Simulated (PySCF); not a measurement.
# C₆ coefficients of unlike pairs at UHF

Calculated with PySCF 2.14 from the dipole response of each species, C₆(A,B) = (3/π) ∫ α_A(iu) α_B(iu) du, in atomic units, from isotropic polarisabilities. For ions this is the dispersion term alone; charge-induced terms of lower order in 1/R come first.

```json
{"species": "Ar⁺", "configuration": "[Ne] 3s2 3p5 (2P)", "basis": "aug-cc-pwCVTZ (8s7p5d3f)", "relativity": "none", "α (bohr³)": "6.807", "C₆ (like pair)": "30.66"}
{"species": "S³⁺", "configuration": "[Ne] 3s2 3p1 (2P)", "basis": "aug-cc-pVDZ-DK (5s4p2d)", "relativity": "spin-free X2C", "α (bohr³)": "5.462", "C₆ (like pair)": "14.57"}
{"species": "W²⁺", "configuration": "[Xe] 4f14 5d4 (5D)", "basis": "aug-cc-pwCVTZ-PP with ECP60MDF (8s8p7d4f3g)", "relativity": "core potential", "α (bohr³)": "12.26", "C₆ (like pair)": "72.15"}
{"species": "P³⁺", "configuration": "[Ne] 3s2 (1S)", "basis": "aug-cc-pwCVTZ (8s7p5d3f)", "relativity": "none", "α (bohr³)": "7.159", "C₆ (like pair)": "18.75"}
```

Question: Estimate C₆ for W²⁺ with S³⁺.

Answer: The integral gives 32.17. The combination rule 2 C_A C_B / (C_A α_B/α_A + C_B α_A/α_B) gives 32.42 and the geometric mean 32.42.

No spin-orbit coupling is included.

The other pairs:

```
    pair     C₆
P³⁺, Ar⁺  23.06
P³⁺, W²⁺  35.95
S³⁺, Ar⁺  20.90
P³⁺, S³⁺  16.36
W²⁺, Ar⁺  46.78
```
